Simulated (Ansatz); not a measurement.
Si₈Ge₈H₂₆, an alloyed nanocrystal cut from the lattice of silicon (8 Ge, core), relaxed as a singlet with RKS r2SCAN-D4/def2-SVP in Ansatz, starting from the GFN2-xTB geometry. Force threshold 0.03 eV/Å.

Single mean-field runs in def2-SVP are fitted with def2-universal-jkfit.

Start:

Cartesian coordinates in Å:
```
Ge 0.596 2.092 0.525
Ge 1.549 -1.931 0.649
Ge -2.162 -0.424 -0.364
Ge -0.701 3.826 -0.563
Ge -0.132 2.027 2.830
Ge -3.389 1.373 -1.432
Ge -2.848 -0.448 1.954
Ge 0.254 -0.147 -0.364
Si -3.044 3.473 -0.378
Si -2.462 1.623 3.051
Si 4.360 -1.185 -1.672
Si 1.525 -3.765 -2.589
Si 3.812 -1.223 0.591
Si -3.636 3.315 1.900
Si 0.821 -3.942 -0.376
Si 3.780 -3.177 -2.743
H -3.750 4.517 -1.140
H -2.819 1.513 4.475
H 2.093 2.446 0.489
H 1.011 -1.851 2.091
H -2.535 -1.772 -1.005
H 5.769 -0.820 -1.881
H 3.616 -0.075 -2.294
H 0.713 -2.717 -3.234
H 1.206 -4.977 -3.358
H -0.293 5.169 0.028
H -0.218 4.008 -1.993
H 0.272 3.296 3.564
H 0.703 1.008 3.591
H 3.945 0.048 1.316
H 4.620 -2.188 1.353
H -3.404 4.618 2.546
H -5.087 3.076 2.001
H -4.864 0.996 -1.458
H -3.090 1.379 -2.923
H -4.305 -0.865 2.084
H -2.178 -1.615 2.665
H 0.640 -0.041 -1.862
H -0.624 -4.105 -0.162
H 1.444 -5.073 0.328
H 4.254 -3.203 -4.135
H 4.556 -4.258 -2.106
```

```
step   energy (eV)  largest force component (eV/Å)  SCF passes
   1  -515513.6464                           0.778          17
   2  -515514.1114                           0.379          19
   3  -515514.2023                           0.100          19
   4  -515514.2123                           0.021          19
```

Force components are those of the run's own axes.

End:

```xyz
42

Ge    0.6323    2.1396    0.5393
Ge    1.3714   -1.7595    0.7166
Ge   -2.2161   -0.4558   -0.3812
Ge   -0.6429    3.8854   -0.5700
Ge   -0.0447    2.0288    2.8697
Ge   -3.4456    1.3305   -1.4776
Ge   -2.8678   -0.5429    1.9575
Ge    0.1716   -0.0174   -0.4793
Si   -2.9751    3.4013   -0.3826
Si   -2.3850    1.5585    2.9888
Si    4.3028   -1.1664   -1.6715
Si    1.5100   -3.7089   -2.5745
Si    3.7053   -1.2827    0.5960
Si   -3.5787    3.2584    1.8854
Si    0.8814   -3.8525   -0.3169
Si    3.8053   -3.2175   -2.7073
H    -3.7662    4.4995   -1.0309
H    -2.8148    1.5205    4.4264
H     2.1438    2.4451    0.4426
H     0.8899   -1.7514    2.1829
H    -2.5226   -1.8068   -1.0652
H     5.7618   -0.8616   -1.8218
H     3.5243   -0.0714   -2.3333
H     0.7270   -2.6185   -3.2384
H     1.2232   -4.9941   -3.2887
H    -0.3323    5.2471    0.0838
H    -0.2323    3.9675   -2.0540
H     0.2501    3.3746    3.5625
H     0.7613    0.9362    3.6007
H     3.9878    0.0108    1.2957
H     4.4954   -2.3642    1.2657
H    -3.3051    4.5717    2.5544
H    -5.0480    2.9808    1.9905
H    -4.9572    1.0319   -1.4159
H    -3.0377    1.4075   -2.9626
H    -4.3772   -0.8396    2.0668
H    -2.1111   -1.6801    2.6729
H     0.6359   -0.0043   -1.9537
H    -0.5807   -4.1465   -0.1814
H     1.6480   -4.9551    0.3456
H     4.2500   -3.1981   -4.1376
H     4.5623   -4.3002   -1.9998
```

By distances, no bond broke or formed. The bond that changes most is Si10–H18, from 1.47 to 1.50 Å (atoms count from 1).

No frequencies were taken in this run, so the end may be a saddle point.

It took 21 s on 4 threads of AMD EPYC 7R13 on a shared host and a share (37 GiB) of an NVIDIA H100 80GB HBM3, peak host memory 1.2 GiB.
